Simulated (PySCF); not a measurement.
A structure optimised at ωB97X-D3(BJ)/def2-SVP, used in a PySCF frequency run:

```
Al
C 1 1.9629
H 2 1.1023 1 113.74
H 2 1.1050 3 107.63 1 -123.52
H 2 1.1054 3 107.46 4 -113.50
C 1 1.9629 2 120.00 3 -177.98
H 6 1.1023 1 113.74 2 1.94
H 6 1.1051 7 107.62 1 -123.46
H 6 1.1054 7 107.48 8 -113.50
C 1 1.9629 2 119.99 3 2.28
H 10 1.1023 1 113.75 2 179.19
H 10 1.1052 11 107.58 1 123.33
H 10 1.1053 11 107.52 12 113.50
```

**Question.** Write its SMILES and formula.

**Answer.** [CH3][Al]([CH3])[CH3], C3H9Al

**Question.** What are its rotational constants (standard atomic weights)?

**Answer.** 4.9507, 4.9492, 2.5943 GHz
